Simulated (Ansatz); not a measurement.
Reaction (ligand exchange at the Si–O bond): `CO[SiH](N)O[SiH3]` + HCl → `CO[SiH](N)Cl` + `O[SiH3]`

Calculated with Ansatz (gas phase, PBE0-D4/def2-TZVP geometries, no zero-point term in ΔE). CCSD(T)/CBS adds triple-zeta CCSD(T) − MP2 to the extrapolated MP2 energy (def2 sets, frozen cores). This one scheme is used for every species. Functionals use def2-TZVPP. Each species was taken in one conformer, which may not be the lowest.

`CO[SiH](N)O[SiH3]`:

Z-matrix (Å, degrees):
```
C
O 1 1.411
H 1 1.095 2 110.8
H 1 1.095 2 111.6 3 -121.2
H 1 1.092 2 108.4 3 118.9
Si 2 1.632 1 124.5 3 82.2
O 6 1.634 2 112.8 1 -65.0
N 6 1.702 2 111.2 1 51.6
H 6 1.478 2 103.1 1 176.8
Si 7 1.634 6 142.9 2 -45.0
H 8 1.006 6 120.2 2 -143.4
H 8 1.006 6 122.0 2 65.1
H 10 1.487 7 110.3 6 68.2
H 10 1.484 7 108.2 6 -172.3
H 10 1.487 7 110.8 6 -52.5
```

HCl:

Z-matrix (Å, degrees):
```
Cl
H 1 1.279
```

`CO[SiH](N)Cl`:

```xyz
11

C    -1.522    1.152   -0.160
O    -0.806   -0.002    0.224
Si    0.799   -0.198    0.005
N     1.350   -1.711    0.519
Cl    1.181   -0.036   -2.012
H    -1.539    1.259   -1.249
H    -1.088    2.059    0.275
H    -2.547    1.050    0.200
H     1.533    0.875    0.710
H     1.485   -1.902    1.498
H     1.154   -2.545   -0.008
```

`O[SiH3]`:

Z-matrix (Å, degrees):
```
Si
O 1 1.648
H 1 1.489 2 111.7
H 1 1.489 2 111.7 3 120.9
H 1 1.481 2 105.9 3 -119.6
H 2 0.957 1 117.9 3 -60.5
```

| level | ΔE (kJ/mol) |
| --- | --- |
| r2SCAN-D4 | 20.3 |
| PBE0-D4 | 17.6 |
| ωB97M-V | 21.4 |
| B2PLYP | 23.0 |
| HF/def2-TZVPP | 30.7 |
| MP2/def2-TZVPP | 23.1 |
| HF/def2-QZVPP | 32.6 |
| SCS-MP2/def2-QZVPP | 25.2 |

What does CCSD(T)/CBS give? (Estimate.)

The calculation gave: +24.9 kJ/mol. The listed levels differ from it by -4.6, -7.3, -3.5, -1.9, 5.8, -1.8, 7.7, 0.3 kJ/mol.

Largest T1 diagnostic among the species: 0.011.

From PBE to PBE0 (25 % exact exchange), in def2-TZVPP and without D4, ΔE moves by +4.0 kJ/mol. The D4 term adds +5.9 kJ/mol with B3LYP and +3.9 kJ/mol with PBE0; it sums over pairs of atoms, weighted by their polarisabilities, and B3LYP, whose exchange is more repulsive, gets the larger term.

B3LYP here is the variant with VWN-RPA as its local correlation; programs differ in this.
